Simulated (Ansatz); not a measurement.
Input for Ansatz (a program for electronic structure): R-wB97X-V/def2-TZVPP on C3H4 (SMILES C1=CC1).

Ansatz 0.2 input:
```yaml
crystal:
  periodic: [false, false, false]
  atoms:
    - {symbol: C, position_ang: [-0.47697229, 0.65745283, 0.06192413]}
    - {symbol: C, position_ang: [-0.52153839, -0.62454203, -0.03906843]}
    - {symbol: C, position_ang: [0.86021483, -0.02835258, -0.01969013]}
    - {symbol: H, position_ang: [-0.98617165, 1.60024954, 0.14718129]}
    - {symbol: H, position_ang: [-1.09504626, -1.53165283, -0.09954266]}
    - {symbol: H, position_ang: [1.47391189, -0.12018291, 0.87518680]}
    - {symbol: H, position_ang: [1.43708108, 0.02423691, -0.94181881]}
basis:
  gaussian:
    orbitals: def2-TZVPP
hamiltonian:
  xc: {name: wB97X-V}
accuracy: high
relax: {f_tol: 0.0005, max_steps: 60}
scf: {lower_state_search: off}
output: {forces: true}
```

The log:

```
WARN ansatz: RAYON_NUM_THREADS=6 ignored (pool sized by the plan → 6); use --threads N
Functional definition: wB97X-V
these checks for a lower state are left out or cut short: stability, starts, cluster_reference, orbital_swaps, neighbouring_geometries, increment
integrals: 0.39 GiB planned
2735 factors; integrals over basis functions are off by at most 2.0e-9 eV
integrals: 0.64 GiB planned
350 factors; integrals over basis functions are off by at most 9.3e-10 eV
mean field: 1.24 GiB planned
mean field evaluation 1: about -3170.6558 eV, gradient 3.6e1 eV
mean field evaluation 2: about -3172.2413 eV, gradient 2.5e1 eV
mean field evaluation 4: about -3173.6121 eV, gradient 6.1e-1 eV
mean field evaluation 8: about -3173.6210 eV, gradient 2.9e-3 eV
mean field evaluation 16: about -3173.6210 eV, gradient 3.6e-7 eV
mean field -3173.62098539 eV, -116.6284200556 hartree, gradient 1.8e-8 eV, S^2 0.000000; 0 other end points of the search recorded, 0 dependent functions left out
the calculation of the forces begins
reference -3173.62098523 eV, -116.6284200496 hartree; 11, 11 occupied and 138, 138 virtual orbitals, 2735 factors
relax step   1: F+E_penalty+E_count = -3173.62098539 eV  Δ(F+E_penalty+E_count) = +0.000e0 eV  max|allowed force component| = 1.477e-1 eV/Å  Δτ_max = 0.0000 Å  (17 SCF iters, accepted)
these checks for a lower state are left out or cut short: stability, starts, cluster_reference, orbital_swaps, neighbouring_geometries, increment
integrals: 0.39 GiB planned
2735 factors; integrals over basis functions are off by at most 2.0e-9 eV
integrals: 0.64 GiB planned
350 factors; integrals over basis functions are off by at most 9.4e-10 eV
mean field: 1.24 GiB planned
mean field -3173.62139088 eV, -116.6284349572 hartree, gradient 5.0e-8 eV, S^2 0.000000; 0 other end points of the search recorded, 0 dependent functions left out
the calculation of the forces begins
reference -3173.62139072 eV, -116.6284349512 hartree; 11, 11 occupied and 138, 138 virtual orbitals, 2735 factors
relax step   2: F+E_penalty+E_count = -3173.62139088 eV  Δ(F+E_penalty+E_count) = -4.055e-4 eV  max|allowed force component| = 6.294e-2 eV/Å  Δτ_max = 0.0025 Å  (17 SCF iters, accepted)
these checks for a lower state are left out or cut short: stability, starts, cluster_reference, orbital_swaps, neighbouring_geometries, increment
integrals: 0.39 GiB planned
2735 factors; integrals over basis functions are off by at most 2.0e-9 eV
integrals: 0.64 GiB planned
350 factors; integrals over basis functions are off by at most 9.4e-10 eV
mean field: 1.24 GiB planned
mean field evaluation 32: about -3173.6214 eV, gradient 7.1e-9 eV
mean field -3173.62144534 eV, -116.6284369582 hartree, gradient 1.8e-8 eV, S^2 0.000000; 0 other end points of the search recorded, 0 dependent functions left out
the calculation of the forces begins
reference -3173.62144517 eV, -116.6284369523 hartree; 11, 11 occupied and 138, 138 virtual orbitals, 2735 factors
relax step   3: F+E_penalty+E_count = -3173.62144534 eV  Δ(F+E_penalty+E_count) = -5.445e-5 eV  max|allowed force component| = 6.047e-3 eV/Å  Δτ_max = 0.0014 Å  (17 SCF iters, accepted)
these checks for a lower state are left out or cut short: stability, starts, cluster_reference, orbital_swaps, neighbouring_geometries, increment
integrals: 0.39 GiB planned
2735 factors; integrals over basis functions are off by at most 2.0e-9 eV
integrals: 0.64 GiB planned
350 factors; integrals over basis functions are off by at most 9.4e-10 eV
mean field: 1.24 GiB planned
mean field -3173.62145036 eV, -116.6284371427 hartree, gradient 1.4e-8 eV, S^2 0.000000; 0 other end points of the search recorded, 0 dependent functions left out
the calculation of the forces begins
reference -3173.62145020 eV, -116.6284371368 hartree; 11, 11 occupied and 138, 138 virtual orbitals, 2735 factors
relax step   4: F+E_penalty+E_count = -3173.62145036 eV  Δ(F+E_penalty+E_count) = -5.020e-6 eV  max|allowed force component| = 5.102e-3 eV/Å  Δτ_max = 0.0006 Å  (16 SCF iters, accepted)
these checks for a lower state are left out or cut short: stability, starts, cluster_reference, orbital_swaps, neighbouring_geometries, increment
integrals: 0.39 GiB planned
2735 factors; integrals over basis functions are off by at most 2.0e-9 eV
integrals: 0.64 GiB planned
350 factors; integrals over basis functions are off by at most 9.4e-10 eV
mean field: 1.24 GiB planned
mean field -3173.62145096 eV, -116.6284371650 hartree, gradient 7.1e-9 eV, S^2 0.000000; 0 other end points of the search recorded, 0 dependent functions left out
the calculation of the forces begins
reference -3173.62145080 eV, -116.6284371591 hartree; 11, 11 occupied and 138, 138 virtual orbitals, 2735 factors
relax step   5: F+E_penalty+E_count = -3173.62145096 eV  Δ(F+E_penalty+E_count) = -6.059e-7 eV  max|allowed force component| = 1.999e-3 eV/Å  Δτ_max = 0.0002 Å  (16 SCF iters, accepted)
these checks for a lower state are left out or cut short: stability, starts, cluster_reference, orbital_swaps, neighbouring_geometries, increment
integrals: 0.39 GiB planned
2735 factors; integrals over basis functions are off by at most 2.0e-9 eV
integrals: 0.64 GiB planned
350 factors; integrals over basis functions are off by at most 9.4e-10 eV
mean field: 1.24 GiB planned
mean field -3173.62145099 eV, -116.6284371661 hartree, gradient 2.0e-8 eV, S^2 0.000000; 0 other end points of the search recorded, 0 dependent functions left out
the calculation of the forces begins
reference -3173.62145083 eV, -116.6284371601 hartree; 11, 11 occupied and 138, 138 virtual orbitals, 2735 factors
relax step   6: F+E_penalty+E_count = -3173.62145099 eV  Δ(F+E_penalty+E_count) = -2.904e-8 eV  max|allowed force component| = 8.828e-5 eV/Å  Δτ_max = 0.0000 Å  (14 SCF iters, accepted)
Total energy: -3173.62145083 eV, -116.6284371601 hartree
Atom 0 at    -0.476275     0.657928     0.061948 Å, force    -0.000003     0.000037     0.000003 eV/Å
Atom 1 at    -0.520876    -0.625062    -0.039123 Å, force    -0.000006    -0.000037    -0.000003 eV/Å
Atom 2 at     0.857902    -0.028276    -0.019637 Å, force    -0.000088     0.000003     0.000002 eV/Å
Atom 3 at    -0.983229     1.603860     0.147409 Å, force     0.000003    -0.000018    -0.000002 eV/Å
Atom 4 at    -1.092361    -1.535449    -0.099899 Å, force     0.000005     0.000018     0.000001 eV/Å
Atom 5 at     1.471613    -0.120256     0.877133 Å, force     0.000046    -0.000004     0.000036 eV/Å
Atom 6 at     1.434705     0.024464    -0.943658 Å, force     0.000044     0.000001    -0.000038 eV/Å
Dipole moment:    -0.103208     0.003402     0.002362 e Å
Checks for a lower state left out: stability, starts, cluster_reference, orbital_swaps, neighbouring_geometries, increment
```

The run converged.

Cost: about 100 core-seconds (a rough figure).
